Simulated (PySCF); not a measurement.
System: H2Mg, singlet: symmetric bend, bond length relaxed. Scanned: H-Mg-H angle. Other coordinates (Mg-H bond length) were minimised at B3LYP/def2-TZVP.

- RKS-B3LYP/6-31G* = PySCF with restricted B3LYP/6-31G*, spherical d
- MP2 on RHF/cc-pVTZ, 1 core orbital frozen (PySCF)
- CCSD(T) on RHF/cc-pVTZ, 1 core orbital frozen (PySCF)

Energies relative to the lowest point of each profile, in eV:

| a / ° | RKS-B3LYP/6-31G* | MP2 |
|---|---|---|
| 180 | 0.000 | 0.000 |
| 170 | 0.016 | 0.021 |
| 150 | 0.142 | 0.172 |
| 140 | 0.255 | 0.295 |
| 130 | 0.403 | 0.451 |
| 120 | 0.592 | 0.645 |
| 110 | 0.829 | 0.886 |
| 100 | 1.123 | 1.185 |
| 90 | 1.486 | 1.556 |
| 80 | 1.936 | 2.014 |
| 70 | 2.495 | 2.578 |
| 60 | 3.187 | 3.263 |

Question: Estimate the CCSD(T) values at these points.

Answer: 180: 0.000; 170: 0.021; 150: 0.169; 140: 0.289; 130: 0.440; 120: 0.626; 110: 0.857; 100: 1.142; 90: 1.494; 80: 1.927; 70: 2.460; 60: 3.107 (eV).
